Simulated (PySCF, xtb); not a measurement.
C3H14Si3, SMILES C[C@H](C[SiH3])[SiH2][SiH3]. The values are those of a single conformer.

Harmonic wavenumbers (cm⁻¹) from GFN2-xTB run with xtb at its own minimum, in rising order: 29, 54, 66, 104, 132, 157, 226, 287, 295, 346, 392, 436, 476, 480, 504, 540, 592, 658, 680, 762, 776, 781, 795, 804, 813, 819, 823, 825, 961, 1014, 1078, 1100, 1140, 1262, 1290, 1324, 1422, 1490, 1507, 1516, 2161, 2187, 2217, 2227, 2241, 2242, 2245, 2267, 2897, 2917, 2959, 2991, 3005, 3015.

Q: What does PBE0-D3(BJ)/def2-SVP run with PySCF give at its own minimum? (Estimate from the structure and the level; the computed values follow.)

A: 39, 69, 91, 123, 141, 165, 221, 278, 282, 333, 382, 427, 504, 508, 560, 599, 651, 719, 748, 768, 833, 876, 918, 924, 933, 935, 940, 943, 952, 1004, 1074, 1088, 1146, 1225, 1268, 1324, 1392, 1424, 1462, 1471, 2201, 2209, 2214, 2222, 2223, 2228, 2229, 2234, 3031, 3036, 3040, 3089, 3125, 3135. Paired by order, the mean absolute difference is 46 cm⁻¹ and the zero-point energies are 92.0 and 94.3 kcal/mol.
